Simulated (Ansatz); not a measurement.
## C2H7Ge+: structure from calculated spectroscopic constants

These gas-phase data were calculated for one isomer of C2H7Ge+ at PBE0-D3(BJ)/def2-SVP (harmonic, unscaled wavenumbers; equilibrium rotational constants with average atomic masses):

| Item | Value |
| --- | --- |
| rotational constants | 26.87, 3.648, 3.345 GHz |
| all wavenumbers above 1500 cm⁻¹ | 3182, 3180, 3079, 3059, 3019, 2238, 2198 |

Candidates:

(1) `[CH3][GeH+][CH3]`, a singlet
(2) `C[CH2][GeH2+]`, a singlet

Task: Which structure fits?

Result: Candidate (2). 2 modes lie between 1900 and 2250 cm⁻¹, one for each Ge–H bond, while (1) has 1.

The same quantities for all candidates:

```
     rotational constants (GHz)               wavenumbers above 1500 cm⁻¹  E above the lowest, PBE0-D3(BJ)/def2-SVP (kcal/mol)
(1)         18.84, 5.211, 4.301  3208, 3207, 3141, 3138, 3048, 3045, 2214                                                  0.0
(2)         26.87, 3.648, 3.345  3182, 3180, 3079, 3059, 3019, 2238, 2198                                                 17.4
```

Harmonic stretches to hydrogen usually lie a few per cent above observed fundamentals. Each candidate is one conformer. Programs: Ansatz 0.2.0.
